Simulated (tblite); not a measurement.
C7H9OP.
Z-matrix (Å and degrees, GFN2-xTB geometry), rows numbered from 1:
```
C 
O   1  1.4050
C   2  1.3675  1  119.56
C   3  1.3908  2  123.03  1     0.14
C   4  1.3858  3  122.96  2  -179.99
C   5  1.3755  4  123.88  3     0.05
P   6  1.7324  5  124.72  4    -0.03
C   3  1.3985  2  113.90  1  -179.84
C   8  1.5013  3  118.22  2    -0.06
H   1  1.0895  2  105.44  3   179.87
H   1  1.0954  2  111.73  3    61.41
H   1  1.0954  2  111.76  3   -61.69
H   4  1.0791  3  119.43  2     0.00
H   5  1.0829  4  117.53  3  -179.92
H   6  1.0824  5  118.78  4   179.95
H   9  1.0894  8  110.29  3    59.04
H   9  1.0896  8  110.31  3   -59.26
H   9  1.0879  8  110.52  3   179.86
```

Level: GFN2-xTB in tblite, geometry and Hessian alike; calculated harmonic values, unscaled, isolated species. This tight-binding method is rough: wavenumbers can miss measured ones by several per cent, in bad cases by 10 to 20. One conformer, not necessarily the lowest.

Harmonic wavenumbers (cm⁻¹): 81.5, 137.4, 142.6, 195.4, 220.8, 264.6, 301.8, 337.2, 402.3, 416.9, 454.9, 480.0, 626.5, 696.7, 738.4, 751.0, 840.5, 850.6, 914.7, 927.3, 1020.6, 1033.9, 1106.2, 1122.0, 1146.5, 1165.1, 1196.7, 1222.4, 1246.0, 1349.5, 1387.0, 1399.1, 1405.5, 1463.3, 1475.1, 1476.4, 1485.0, 1516.3, 1552.0, 2924.9, 2938.4, 2997.4, 3015.2, 3020.4, 3028.5, 3040.6, 3052.8, 3099.4.

A = 2273, B = 1216, C = 800.2 MHz; mass 140.039 u (most abundant isotopes); point group Cs, symmetry number 1.

Problem. Zero-point energy?

Solution. ½Σν̃ = 30834 cm⁻¹ = 88.16 kcal/mol.

Problem. Entropy at 350 K, 1 bar (ideal gas, RRHO, classical rotation)?

Solution. Translation 41.54, rotation 29.84, vibration 28.66: S = 100.0 cal/(mol K).

Problem. And Cp and H(350 K) − H(0)?

Solution. Cp = 41.55 cal/(mol K), of which vibrations give 33.60 (their classical limit is 48 R = 95.4); H(350 K) − H(0) = 8.47 kcal/mol without the zero-point energy, 5.69 from vibrations.

Problem. What must be added to the electronic energy to get the Gibbs energy at 350 K and 1 bar?

Solution. ZPE + [H(350 K) − H(0)] − T·S = 88.16 + 8.47 − 35.02 = 61.61 kcal/mol.

Problem. Which modes carry the vibrational entropy at 350 K?

Solution. 81.5 cm⁻¹: 4.17; 137.4 cm⁻¹: 3.15; 142.6 cm⁻¹: 3.08; 195.4 cm⁻¹: 2.48; 220.8 cm⁻¹: 2.25; 264.6 cm⁻¹: 1.92 cal/(mol K); the other 42 give 11.63 together.

Problem. How do the functions run with temperature in this model?

Solution. 
```csv
T (K),S (cal/(mol K)),Cp (cal/(mol K)),H − H(0) (kcal/mol),G − H(0) (kcal/mol),ln q(vib)
150,74.2,22.1,2.11,-9.03,1.76
250,87.8,31.8,4.80,-17.15,3.94
298.15,93.8,36.5,6.45,-21.52,5.04
400,105.9,46.1,10.66,-31.70,7.42
600,127.6,61.1,21.48,-55.09,12.13
900,155.3,75.2,42.12,-97.67,18.91
```

q(vib) and H(0) count from the zero-point level.

Hindered rotation and anharmonicity are outside this model. Other conformers, if any are populated, would add a mixing term that is left out.
